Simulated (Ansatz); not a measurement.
## B3N3H6 (borazine): the energy to break a bond

The species is B3N3H6 (12 atoms), meant as a singlet with charge 0. As SMILES, `B1NBNBN1`. Geometry: optimised at PBE0/def2-SVP. This is one conformer, not always the lowest.

```tsv
atom	x (Å)	y (Å)	z (Å)
B	-0.7262	-1.2242	0.2539
N	0.5257	-0.9594	0.8858
B	1.2662	0.2388	0.6560
N	0.7070	1.1919	-0.2472
B	-0.5400	0.9854	-0.9099
N	-1.2327	-0.2325	-0.6387
H	-1.3338	-2.2486	0.4663
H	0.9034	-1.6487	1.5223
H	2.3256	0.4386	1.2049
H	1.2150	2.0482	-0.4247
H	-0.9918	1.8100	-1.6712
H	-2.1184	-0.3995	-1.0976
```

Wanted: the dissociation energy of the H7–B1 bond into doublet H and doublet B3N3H5 (shapes relaxed at PBE0/def2-SVP, no zero-point term). 1 Eh = 2625.50 kJ/mol = 27.2114 eV. Totals in Eh; open shells run unrestricted unless said.

| level | program | B3N3H6 | doublet H | doublet B3N3H5 |
| --- | --- | --- | --- | --- |
| HF/def2-SVP | Ansatz | -240.981754 | -0.499278 | -240.338634 |
| B3LYP/def2-SVP | Ansatz | -242.504457 | -0.501259 | -241.825662 |
| PBE0-D4/def2-SVP | Ansatz | -242.203483 | -0.500291 | -241.530163 |

Task: Work out the dissociation energy at each level.

Result: 
1. HF/def2-SVP: (-0.499278) + (-240.338634) − (-240.981754) = 0.143842 Eh = 377.7 kJ/mol = 3.91 eV.
2. B3LYP/def2-SVP: (-0.501259) + (-241.825662) − (-242.504457) = 0.177536 Eh = 466.1 kJ/mol = 4.83 eV.
3. PBE0-D4/def2-SVP: (-0.500291) + (-241.530163) − (-242.203483) = 0.173029 Eh = 454.3 kJ/mol = 4.71 eV.

The levels span 378 to 466 kJ/mol; no measured value is set beside them. Hartree–Fock lacks the correlation of the electrons that are unpaired, so it comes out low. A bond enthalpy at 298 K also holds the loss of zero-point energy and thermal terms.
